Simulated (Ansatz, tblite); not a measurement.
Cost and result up the ladder for Ga9As9H28, a nanocrystal cut from zinc blende GaAs (hydrogen-capped) (46 atoms). Charge 0, multiplicity 1. Geometry: PBE-D4/def2-SVP.

```xyz
46

Ga    0.3177    2.3102   -4.1015
Ga   -3.6141   -2.9537   -1.7586
Ga   -0.7995   -3.8001    1.6718
Ga   -0.0310   -0.4200   -0.9215
Ga   -1.4976    3.1483   -0.3027
Ga   -2.0428   -0.0658    2.2262
Ga    1.6655    1.8490    1.9803
Ga    2.3720    4.6732   -1.4239
Ga    1.6445   -2.0061    4.1717
As   -2.3023   -0.8130   -1.8881
As    1.3136    0.2893   -2.8645
As    0.1601    3.7440   -2.0887
As    0.5354   -2.7449   -0.1975
As   -3.0545   -3.7539    0.5644
As   -0.6885   -1.9452    3.2478
As    3.0927    2.8312    0.1978
As    2.7293   -0.3098    2.6316
As   -0.3909    1.1812    0.8409
H     1.4171    2.7684   -5.1353
H    -1.0730    1.6672   -4.5080
H    -2.8068   -3.9467   -2.6843
H    -5.1493   -2.6304   -1.8387
H    -0.3179   -5.2743    1.9449
H    -2.8033    2.5725   -1.0000
H    -1.5253    4.3050    0.7729
H    -2.9573   -0.8275    1.1554
H    -2.6498    0.8170    3.3809
H     1.4949    2.7935    3.2269
H     3.4212    4.5883   -2.6025
H     2.1980    5.9076   -0.4550
H     2.2893   -3.4064    3.8213
H     1.6789   -1.3092    5.5853
H    -2.1643   -0.4818   -3.3726
H    -3.0876    0.4240   -1.4736
H     1.5125   -0.9730   -3.7018
H     2.7484    0.4123   -2.3606
H    -0.4723    4.9878   -2.7186
H     0.5786   -3.6203   -1.4474
H     2.0198   -2.8076    0.1442
H    -3.5027   -5.2146    0.5706
H    -4.0525   -3.2365    1.5873
H    -1.5268   -2.5227    4.3897
H     3.6225    1.6170   -0.5637
H     4.4199    3.1978    0.8599
H     3.1265   -0.9734    1.3141
H     4.1518   -0.0478    3.1230
```

Ansatz on 11 threads of AMD EPYC 7R13 on a shared host and a whole NVIDIA H100 80GB HBM3; xTB runs through tblite on one thread. Times are rough, summed over both states, and most runs start from the orbitals of an earlier one. PBE0-D4/def2-TZVP serves as the yardstick here, not as an exact answer. The other state is a doublet.

The xTB rows come from tblite. Single mean-field runs in def2-TZVP are fitted with def2-universal-jkfit. HOMO above LUMO, or a gap near zero within one spin, warns that the state may not be the lowest or that an electron is smeared out.

Raw xTB energies of ions are shifted by several eV.

```
                          level  functions  vertical IE (eV)  difference from PBE0-D4/def2-TZVP (eV)                                     remarks
              PBE0-D4/def2-TZVP       1032              7.94                                    0.00                                           –
                       GFN2-xTB        190             12.02                                    4.08                                           –
               PBE-D4/def2-TZVP       1032              7.53                                   -0.42  gap within one spin near zero (+1 doublet)
                       GFN1-xTB        218             11.95                                    4.01                                           –
BLYP-D4/def2-TZVP (with forces)       1032              7.44                                   -0.51  gap within one spin near zero (+1 doublet)
```

(1) Estimate how long each takes.

Results:

(1) GFN1-xTB 0.84 s; GFN2-xTB 0.94 s; BLYP-D4/def2-TZVP (with forces) 24 s; PBE-D4/def2-TZVP 27 s; PBE0-D4/def2-TZVP 40 s. On shared hardware such times vary by a factor of up to 3.
